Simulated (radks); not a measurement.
Species: Dy II. Configuration: [Xe] 4f10 6s1.

Method: scalar-relativistic Kohn-Sham, PBE, spin-polarised, spherical densities, point nucleus; open shells are filled with parallel spins first (spin-orbit coupling, left out, can overturn this in heavy ions); computed with a radial shooting solver on a logarithmic mesh with Libxc functionals.

Energy parts (eV):
total: -330812.72
kinetic: 356939.49
electron-nucleus: -809210.34
Hartree: 128614.46
exchange-correlation: -7156.34

Orbitals (lengths in bohr, moments of r in powers of bohr; <r^-3> diverges for s and p1/2; r(max) is where P^2 peaks; r(90%) holds 90 % of the orbital's charge):
orbital  occ.  eigenvalue (eV)  <r^-3>  r(90%)   r(max)
1s up       1        -53668.99       -  0.0382  0.01337
1s down     1        -53668.98       -  0.0382  0.01337
2s up       1        -8942.137       -   0.139  0.07603
2s down     1        -8942.098       -   0.139  0.07603
2p up       3        -7934.257   12810   0.129  0.06168
2p down     3        -7934.228   12810   0.129  0.06168
3s up       1        -1995.849       -   0.344   0.2154
3s down     1        -1994.295       -   0.344   0.2154
3p up       3        -1686.501    2723   0.349   0.2117
3p down     3        -1684.951    2727   0.349   0.2116
3d up       5        -1288.821   364.5   0.330   0.1730
3d down     5        -1287.637   365.0   0.330   0.1729
4s up       1        -401.1696       -   0.761   0.4940
4s down     1        -397.7181       -   0.761   0.4940
4p up       3        -299.3521   610.4   0.817   0.5160
4p down     3        -295.9361   609.6   0.817   0.5160
4d up       5        -160.7682   68.37   0.917   0.5346
4d down     5        -157.3909   68.20   0.918   0.5345
4f up       7         -10.7351   9.095    1.50   0.5385
4f down     3          -7.7728   8.779    1.60   0.5403
5s up       1         -56.1435       -    1.87    1.155
5s down     1         -54.3461       -    1.89    1.163
5p up       3         -32.3829   77.58    2.27    1.319
5p down     3         -31.0032   74.89    2.29    1.331
5d up       0          -7.2341   2.776    4.47    2.006
5d down     0          -6.2858   2.726    4.41    2.017
6s up       1          -9.2273       -    5.35    3.224
6s down     0          -8.1908       -    5.30    3.225
6p up       0          -5.7215   6.649    6.93    4.120
6p down     0          -4.6163   6.799    7.05    4.075

The highest occupied level is 4f down at -7.773 eV. The configuration is held as typed, so some empty levels lie below it. For comparison, the ionisation energy in NIST's Atomic Spectra Database is 11.65 eV (semi-empirical). In exact Kohn-Sham theory the highest level is minus the ionisation energy, but local and semilocal functionals leave it too shallow, through self-interaction and a potential that decays too fast; potentials with the right tail come closer.
